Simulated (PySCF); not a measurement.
Substituent effects on chemical shifts

Parent skeleton `[NH2:1][SiH2:2][NH2:3]`; one hydrogen on atom 2 is replaced by X. Hydrogens on one atom are averaged.

Level of theory: coordinates at the PBE0-D3(BJ)/def2-SVP level, GIAO PBE0/pcSseg-1 shieldings, in PySCF 2.14 (one averaged value for each set of equivalent atoms, non-relativistic Hamiltonian, a single conformation, gas phase).

Chemical shifts δ = σref − σ; ¹⁵N (σref 265.67) vs NH3; TMS for ²⁹Si (σref 351.99), ¹H (σref 31.27), all at this level.

Parent (X = H): N1/N3 20.2, Si2 -41.1, H(Si2) 4.88 ppm. Effects are Δδ = δ(X) − δ(H), positive for deshielding.

Q: Give Δδ (ppm) for X = N=CH2, PH2, CH3, SH, CH=NH, F.

A: 
```tsv
X	SMILES	N1/N3	Si2	H(Si2)
N=CH2	C=N[SiH](N)N	-1.3	+3.8	+0.36
PH2	N[SiH](N)P	+9.2	+24.8	+0.48
CH3	C[SiH](N)N	+2.8	+19.2	+0.07
SH	N[SiH](N)S	+12.9	+19.7	+0.46
CH=NH	[H]/N=C\[SiH](N)N	-2.8	-3.1	-0.17
F	N[SiH](N)F	+9.2	+7.1	-0.13
```

Q: Which position responds most, and to which substituents?

A: Si2: from -3.1 ppm with CH=NH to +24.8 ppm with PH2.

Experimental scales use liquid or dissolved standards, which lie at an offset from isolated NH3 (liquid NH3: subtract about 20 ppm). Unscaled 15N shifts of sp2 nitrogen come out 20 to 40 ppm too high even then.
